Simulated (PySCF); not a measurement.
SMILES O[Si](O)(F)O[SiH3] (H5FO3Si2) (PBE0/def2-SVP optimised geometry):

```
11

O     -0.029    -2.709    -1.347
Si     0.563    -1.998     0.000
O      0.067    -2.838     1.316
F      2.177    -1.998     0.000
O      0.084    -0.443     0.000
Si    -0.736     0.687    -0.909
H      0.026    -3.666    -1.409
H      0.492    -2.639     2.155
H     -0.146     0.784    -2.276
H     -2.177     0.315    -1.015
H     -0.609     1.998    -0.213
```

Computed with PBE0/def2-TZVP (PySCF).

What are the frontier orbital energies and the dipole moment?

HOMO-2 -9.89 eV, HOMO-1 -9.27 eV, HOMO -9.05 eV, LUMO -0.08 eV, LUMO+1 0.90 eV; dipole moment 1.10 D.

Meta-Löwdin charges at PBE0/def2-TZVP: O1 -0.75, Si2 1.68, O3 -0.76, F4 -0.51, O5 -0.84, Si6 0.75, H7 0.37, H8 0.37, H9 -0.10, H10 -0.11, H11 -0.10.
